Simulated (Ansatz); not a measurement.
Ansatz (a quantum-chemistry and plane-wave program) input (CCSD(T)/def2-SVPD):

Ansatz 0.2 input:
```yaml
crystal:
  periodic: [false, false, false]
  atoms:
    - {symbol: C, position_ang: [-2.16563056, 0.06536133, 0.12899303]}
    - {symbol: Ge, position_ang: [-0.23119520, 0.00697775, 0.01377085]}
    - {symbol: Cl, position_ang: [0.59509656, 1.97845728, -0.24940493]}
    - {symbol: Cl, position_ang: [0.63248150, -0.82914640, 1.80086627]}
    - {symbol: Cl, position_ang: [0.41581396, -1.19891042, -1.64934790]}
    - {symbol: H, position_ang: [-2.44746409, 0.68282966, 0.97968179]}
    - {symbol: H, position_ang: [-2.55868015, 0.49302875, -0.79132280]}
    - {symbol: H, position_ang: [-2.53949035, -0.94812208, 0.26108715]}
basis:
  gaussian:
    orbitals: def2-SVPD
magnetization: {spin_polarized: false}
correlation: {method: ccsd_t, electrons: outside_noble_gas}
```

Output:

```
Functional definition: HF
integrals: 0.52 GiB planned
1540 factors; integrals over basis functions are off by at most 1.1e-3 eV
1.14 GiB of device memory are held for the factors and their scratch space
mean field: 1.45 GiB planned
mean field evaluation 1: about -95045.1271 eV, gradient 2.8e1 eV
mean field evaluation 2: about -95045.1845 eV, gradient 2.8e1 eV
mean field evaluation 4: about -95047.4379 eV, gradient 3.1e0 eV
mean field evaluation 8: about -95047.4709 eV, gradient 1.7e-1 eV
mean field evaluation 16: about -95046.8496 eV, gradient 1.6e1 eV
mean field -95047.47109128 eV, -3492.9301371146 hartree, gradient 2.0e-6 eV, S^2 0.000000; 0 other end points of the search recorded, 0 dependent functions left out
30 core orbitals not correlated
reference -95047.47109128 eV, -3492.9301371146 hartree; 16, 16 occupied and 117, 117 virtual orbitals, 1540 factors
second order -18.48497521 eV of doubles, -0.00000000 eV of singles
coupled cluster: 1.92 GiB planned
cycle   1  -19.47412146 eV  change   -9.9e-1 eV  update   8.7e-2
cycle   2  -19.85701296 eV  change   -3.8e-1 eV  update   2.4e-2
cycle   3  -19.92761800 eV  change   -7.1e-2 eV  update   1.1e-2
cycle   4  -19.92525149 eV  change    2.4e-3 eV  update   2.2e-3
cycle   5  -19.92421242 eV  change    1.0e-3 eV  update   6.8e-4
cycle   6  -19.92406246 eV  change    1.5e-4 eV  update   2.0e-4
cycle   7  -19.92406182 eV  change    6.4e-7 eV  update   6.9e-5
cycle   8  -19.92407659 eV  change   -1.5e-5 eV  update   2.3e-5
perturbative correction -0.61738383 eV, -0.0226884374 hartree
Total energy: -95068.01255170 eV, -3493.6850218615 hartree
```
